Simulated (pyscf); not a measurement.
H₂C=C•–C≡N → •HC=CH–C≡N (hydrogen shift; doublet surface; C–H broken, C–H formed). PySCF, gas phase, ωB97X-D3(BJ)/def2-SVP geometries. Correlated levels are frozen-core, on RHF or UHF. ΔMP2 is the change of the MP2 total energy from the triple- to the quadruple-zeta basis. Energies in eV from the reactant's lowest minimum found.

```tsv
level	barrier	reaction energy
ωB97X-D3(BJ)/def2-TZVP	2.44	+0.32
r²SCAN/def2-TZVP	2.43	+0.46
B3LYP-D3(BJ)/def2-TZVP	2.46	+0.44
M06-2X/def2-TZVP	___	+0.28
ωB97M-D3(BJ)/def2-TZVP	2.40	+0.33
HF/def2-TZVP	3.23	+0.30
CCSD(T)/def2-TZVPP + ΔMP2(QZVPP)	___	___
```

Some entries are withheld; supply them.


- M06-2X/def2-TZVP, barrier: 2.38
- CCSD(T)/def2-TZVPP + ΔMP2(QZVPP), barrier: 2.33
- CCSD(T)/def2-TZVPP + ΔMP2(QZVPP), reaction energy: +0.23

One saddle was located; it need not be the lowest between these sides. The CCSD(T) − MP2 part came from Ansatz, without density fitting, on the same reference. An open-shell T1 diagnostic exceeds 0.045. A UHF reference is spin-contaminated (<S²> up to 1.38), which harms MP2 most.
